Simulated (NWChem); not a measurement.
System: phosphorus nitride (PN); SMILES N#P

The following NWChem deck was run.

```
start job
memory heap 200 mb stack 900 mb global 1100 mb
geometry units angstroms noautosym nocenter noautoz
  N      0.000000     0.000000     1.004870
  P      0.000000     0.000000    -0.474538
end
basis spherical
  * library def2-tzvp
end
dft
  xc xcamb88 1.00 lyp 0.81 vwn_5 0.19 hfexch 1.00
  cam 0.33 cam_alpha 0.19 cam_beta 0.46
  iterations 150
  vectors input atomic output neutral.movecs
end
task dft energy
charge 1
dft
  odft
  mult 2
  vectors input atomic output cation.movecs
end
task dft energy
```

Parts of the log:

```
             Northwest Computational Chemistry Package (NWChem) 7.3.0
             --------------------------------------------------------

                             Geometry "geometry" -> ""
                             -------------------------

 Output coordinates in angstroms (scale by  1.889725989 to convert to a.u.)

  No.       Tag          Charge          X              Y              Z
 ---- ---------------- ---------- -------------- -------------- --------------
    1 N                    7.0000     0.00000000     0.00000000     1.00487000
    2 P                   15.0000     0.00000000     0.00000000    -0.47453800

 Effective nuclear repulsion energy (a.u.)      37.5580037048

                                 NWChem DFT Module
                                 -----------------

 Summary of "ao basis" -> "ao basis" (spherical)
 ------------------------------------------------------------------------------
       Tag                 Description            Shells   Functions and Types
 ---------------- ------------------------------  ------  ---------------------
 N                         def2-tzvp                11       31   5s3p2d1f
 P                         def2-tzvp                13       37   5s5p2d1f

            General Information
            -------------------
          SCF calculation type: DFT
          Wavefunction type:  closed shell.
          No. of atoms     :     2
          No. of electrons :    22
           Alpha electrons :    11
            Beta electrons :    11
          Charge           :     0
          Spin multiplicity:     1
          Use of symmetry is: off; symmetry adaption is: off
          Maximum number of iterations: 150
          AO basis - number of functions:    68
                     number of shells:    24
          Convergence on energy requested:  1.00D-06
          Convergence on density requested:  1.00D-05
          Convergence on gradient requested:  5.00D-04

              XC Information
              --------------
                     Hartree-Fock (Exact) Exchange  1.000
                   CAM-Becke88 Exchange Functional  1.000
                      VWN V Correlation Functional  0.190 local
              Lee-Yang-Parr Correlation Functional  0.810

           Range-Separation Parameters
           ---------------------------
           Alpha           :  0.19
           Beta            :  0.46
           Gamma           :  0.33
           Short-Range HF  :     F

             Grid Information
             ----------------
          Grid used for XC integration:  medium
          Radial quadrature: Mura-Knowles
          Angular quadrature: Lebedev.
          Tag              B.-S. Rad. Rad. Pts. Rad. Cut. Ang. Pts.
          ---              ---------- --------- --------- ---------
          N                   0.65       49           7.0       434
          P                   1.00       88           7.0       590
          Grid pruning is: on
          Number of quadrature shells:   137
          Spatial weights used:  Erf1

      Superposition of Atomic Density Guess
      -------------------------------------

 Sum of atomic energies:        -394.96266612

      Non-variational initial energy
      ------------------------------

 Total energy =    -395.187149
 1-e energy   =    -619.563800
 2-e energy   =     186.818648
 HOMO         =      -0.348990
 LUMO         =      -0.057910

   convergence    iter        energy       DeltaE   RMS-Dens  Diis-err
 ---------------- ----- ----------------- --------- --------- ---------
 d= 0,ls=0.0,diis     1   -395.9969077176 -4.34D+02  1.53D-02  8.29D-01
 d= 0,ls=0.0,diis     2   -395.7562715945  2.41D-01  1.06D-02  2.52D+00
 d= 0,ls=0.0,diis     3   -396.0725004889 -3.16D-01  1.32D-03  6.55D-02
 d= 0,ls=0.0,diis     4   -396.0793324039 -6.83D-03  3.60D-04  1.15D-03
 d= 0,ls=0.0,diis     5   -396.0794971178 -1.65D-04  9.27D-05  5.56D-05
  Resetting Diis
 d= 0,ls=0.0,diis     6   -396.0795024102 -5.29D-06  3.48D-05  1.01D-05
 d= 0,ls=0.0,diis     7   -396.0795038480 -1.44D-06  1.54D-05  5.91D-07
 d= 0,ls=0.0,diis     8   -396.0795036471  2.01D-07  8.58D-06  2.54D-06

         Total DFT energy =     -396.079503647135
      One electron energy =     -620.692768980736
           Coulomb energy =      217.099899957554
    Exchange-Corr. energy =      -30.044638328792
 Nuclear repulsion energy =       37.558003704839

 Numeric. integr. density =       21.999999998857

                       DFT Final Molecular Orbital Analysis
                       ------------------------------------

 Vector    9  Occ=2.000000D+00  E=-3.982351D-01
              MO Center=  1.9D-07,  1.9D-07,  3.9D-01, r^2= 1.5D+00
   Bfn.  Coefficient  Atom+Function         Bfn.  Coefficient  Atom+Function
  ----- ------------  ---------------      ----- ------------  ---------------
    47      0.232551  2 P  py                 7      0.229741  1 N  py
    46      0.228977  2 P  px                 6      0.226209  1 N  px
    10      0.192189  1 N  py                 9      0.189235  1 N  px
    50      0.126029  2 P  py                49      0.124092  2 P  px
    13      0.119468  1 N  py                12      0.117632  1 N  px

 Vector   10  Occ=2.000000D+00  E=-3.982351D-01
              MO Center= -3.0D-08,  2.9D-08,  3.9D-01, r^2= 1.5D+00
   Bfn.  Coefficient  Atom+Function         Bfn.  Coefficient  Atom+Function
  ----- ------------  ---------------      ----- ------------  ---------------
    46      0.232551  2 P  px                 6      0.229741  1 N  px
    47     -0.228977  2 P  py                 7     -0.226209  1 N  py
     9      0.192189  1 N  px                10     -0.189235  1 N  py
    49      0.126029  2 P  px                50     -0.124092  2 P  py
    12      0.119468  1 N  px                13     -0.117632  1 N  py

[...]
```

Level: CAM-B3LYP/def2-TZVP, vertical spin-unrestricted ions. All runs use the structure optimised with PBE0-D3(BJ)/def2-TZVP.
